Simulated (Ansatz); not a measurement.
Cost and result for the atomization energy of C2H10SiSn (`C[SiH2][SnH2][CH3]`) (14 atoms, 13 bonds).

```xyz
14

C    -0.205   -1.235    1.914
Si   -1.362   -0.317    0.753
Sn   -0.227    0.184   -1.493
C     1.553    1.354   -1.211
H     0.695   -0.647    2.110
H    -0.695   -1.436    2.869
H     0.102   -2.189    1.480
H    -1.782    0.973    1.373
H    -2.596   -1.119    0.520
H     0.212   -1.274   -2.283
H    -1.278    1.035   -2.547
H     1.304    2.300   -0.728
H     2.260    0.811   -0.584
H     2.019    1.559   -2.174
```

The species carries charge 0 and has multiplicity 1. Correlated methods include outer-core shells of Sn, which these sets cover unevenly. Sn: def2 effective core potential. Geometry: relaxed with PBE0-D4/def2-TZVP. It is one conformer, not always the lowest. Program: Ansatz. All runs use 2 threads of an AMD EPYC 7R13 on a shared host and a share of an NVIDIA H100 80 GB. Times are those of one run each, without the atoms' runs, and a repeat can differ threefold. Electronic energies, without spin–orbit coupling; frozen cores. CCSD(T)/CBS adds CCSD(T) − MP2 in def2-TZVPP to the MP2 limit, and its time is that of the two runs behind it. T1 = 0.012. With those shells the extrapolation isn't a true limit. B3LYP takes the VWN-RPA correlation (the form of Gaussian; ORCA's B3LYP/G).

CCSD(T)/CBS is a level of theory with its own doubt, some kJ/mol a heavy atom from the limit and from the frozen cores, so smaller differences don't rank the functionals.

```csv
level,functions,wall time
B3LYP-D4/def2-TZVPP (with forces),294,2.1 s
PBE-D4/def2-TZVPP (with forces),294,2.1 s
r2SCAN-D4/def2-TZVPP (with forces),294,2.2 s
ωB97X-V/def2-TZVPP,294,2.3 s
PBE0-D4/def2-TZVPP,294,2.4 s
B2PLYP/def2-TZVPP,294,2.6 s
ωB97M-V/def2-TZVPP (with forces),294,2.9 s
MP2/def2-QZVPP,566,3.7 s
CCSD(T)/def2-TZVPP,294,4.1 s
CCSD(T)/CBS(def2),–,7.8 s
```

Problem. What atomization energy does each give, and how far from CCSD(T)/CBS? (Best estimate.)

Solution. The calculation gave: 
| level | atomization (kJ/mol) | difference from CCSD(T)/CBS | per bond |
| --- | --- | --- | --- |
| B3LYP-D4/def2-TZVPP (with forces) | 4523.6 | -24.9 | -1.9 |
| PBE-D4/def2-TZVPP (with forces) | 4527.1 | -21.4 | -1.6 |
| r2SCAN-D4/def2-TZVPP (with forces) | 4526.1 | -22.4 | -1.7 |
| ωB97X-V/def2-TZVPP | 4553.6 | 5.1 | 0.4 |
| PBE0-D4/def2-TZVPP | 4508.1 | -40.4 | -3.1 |
| B2PLYP/def2-TZVPP | 4466.4 | -82.1 | -6.3 |
| ωB97M-V/def2-TZVPP (with forces) | 4530.6 | -17.9 | -1.4 |
| MP2/def2-QZVPP | 4471.9 | -76.6 | -5.9 |
| CCSD(T)/def2-TZVPP | 4446.8 | -101.7 | -7.8 |
| CCSD(T)/CBS(def2) | 4548.5 | 0.0 | 0.0 |

From PBE to PBE0 (25 % exact exchange), in def2-TZVPP and without D4, the atomization energy moves by −15.1 kJ/mol: exact exchange takes away binding that semilocal exchange gives to molecules. In def2-TZVPP, CCSD(T) changes the Hartree–Fock value by +1022.7 kJ/mol (the triples alone add +45.0 kJ/mol) and MP2 by +987.7 kJ/mol; breaking electron pairs costs correlation energy, which Hartree–Fock lacks. The D4 term adds +45.3 kJ/mol with B3LYP and +24.2 kJ/mol with PBE0; it sums over pairs of atoms, weighted by their polarisabilities, and B3LYP, whose exchange is more repulsive, gets the larger term.

Spin–orbit coupling would lower the free Sn atoms strongly, and the atomization energy with them, by more than many differences here. For some Ge, Se and Sn compounds the MP2-based and the directly extrapolated limit differ by 10 to 25 kJ/mol.
